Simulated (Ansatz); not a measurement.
`B[As]1C[SiH2]N1`, relaxed with RKS PBE-D4/def2-SVP in the Gaussian-basis code of Ansatz from a rough embedded geometry. The force threshold is 0.03 eV/Å; the program also tests the step.

Total charge 0; spin multiplicity 1.

Start:

```xyz
12

B     1.868    0.533   -0.632
As    0.232    1.517   -0.033
C    -0.962    0.181   -0.841
Si   -1.199   -0.722    0.761
N    -0.056    0.403    1.533
H     2.066    0.224   -1.758
H     2.792    0.376    0.139
H    -0.553   -0.362   -1.636
H    -1.965    0.692   -1.160
H    -2.511   -0.687    1.270
H    -0.522   -2.088    0.607
H     0.812   -0.067    1.750
```

```tsv
step	energy (eV)	largest force (eV/Å)	largest move (Å)
1	-72004.8957	3.872	0.000
2	-72005.3869	0.952	0.199
3	-72005.5105	0.336	0.096
4	-72005.5747	0.348	0.160
5	-72005.6159	0.715	0.195
6	-72005.6541	0.381	0.200
7 (rejected)	-72005.6184	1.373	0.200
8	-72005.6699	0.127	0.083
9	-72005.6710	0.065	0.011
10	-72005.6713	0.022	0.016
```

End:

```xyz
12

B     2.084    0.418   -0.754
As    0.410    1.283   -0.115
C    -1.111    0.206   -0.882
Si   -1.145   -0.779    0.749
N    -0.170    0.463    1.511
H     2.334    0.501   -1.944
H     2.958    0.102    0.031
H    -0.848   -0.347   -1.802
H    -1.979    0.867   -1.071
H    -2.489   -1.006    1.394
H    -0.479   -2.125    0.551
H     0.435    0.417    2.334
```

Run time 17 s (4 threads of an Arm Neoverse V2 on a shared host); peak host memory 0.2 GiB.
